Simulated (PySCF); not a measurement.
Isomers of C11H17OPS. The calculation used PBE0-D3(BJ)/def2-SVP geometry optimisation, gas phase (PySCF 2.14.0). Energies are electronic, without zero-point or thermal terms, for one conformer each. No frequencies were run at this level. Point groups hold within 0.08 Å.

**Question.** Rank from lowest to highest electronic energy at this level (kcal/mol).
A. `[CH3:1][CH2:2][C@H:3]([OH:4])[CH2:5][P@@:6]([CH3:7])(=[S:8])[c:9]1[cH:10][cH:11][cH:12][cH:13][cH:14]1` with C1–C2–C3–O4 -169°, C2–C3–O4–H -69°, C2–C3–C5–P6 58°, C3–C5–P6–C7 -92°, C5–P6–C9–C10 56° ((2-hydroxybutyl)methylphenylphosphine sulfide)
B. `[CH3:1][C:2]([CH3:3])([OH:4])[CH2:5][P@@:6]([CH3:7])(=[S:8])[c:9]1[cH:10][cH:11][cH:12][cH:13][cH:14]1` with C1–C2–O4–H -174°, C1–C2–C5–P6 -174°, C2–C5–P6–C7 -166°, C5–P6–C9–C10 -131°

**Answer.** B (0.0), A (4.1).

```tsv
SMILES	E (Eh)	E rel (kcal/mol)	dipole (D)	point group	A, B, C (MHz)
CC(C)(O)C[P@@](C)(=S)c1ccccc1	-1242.80668	0.0	5.57	C1	768.1, 404.4, 350.6
CC[C@H](O)C[P@@](C)(=S)c1ccccc1	-1242.80012	4.1	5.45	C1	983.9, 328.2, 299.3
```

**Question.** How do the relative energies change in single points at PBE0/pcSseg-1 (no added dispersion term) on the same geometries?

**Answer.** 
| SMILES | PBE0-D3(BJ)/def2-SVP (kcal/mol) | PBE0/pcSseg-1 (kcal/mol) | shift |
| --- | --- | --- | --- |
| CC(C)(O)C[P@@](C)(=S)c1ccccc1 | 0.0 | 0.0 | 0.0 |
| CC[C@H](O)C[P@@](C)(=S)c1ccccc1 | 4.1 | 4.3 | +0.2 |

Each column counts from its own lowest isomer. The order is unchanged; the largest shift is 0.2 kcal/mol.

**Question.** As an exercise, what shares would exp(−E/RT) give at 2000 K from these electronic energies alone (no entropy, no degeneracies)?

**Answer.** RT = 3.974 kcal/mol: CC(C)(O)C[P@@](C)(=S)c1ccccc1 73.8 %, CC[C@H](O)C[P@@](C)(=S)c1ccccc1 26.2 %.
